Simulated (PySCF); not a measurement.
CH₃O₃S, SMILES CS(=O)(=O)[O-], charge -1.

The structure is a stationary point at PBE0-D3(BJ)/def2-SVPD.

All values below come from PySCF with SMD-PBE0/def2-SVPD.

Solvation free energies are E(SMD) − E(gas) at the gas-phase geometry, for 1 M in both phases.

Rank water, 2-propanol, ethylethanoate by solvation free energy, most negative first.

water (-68.3 kcal/mol), 2-propanol (-61.8 kcal/mol), ethylethanoate (-48.4 kcal/mol)
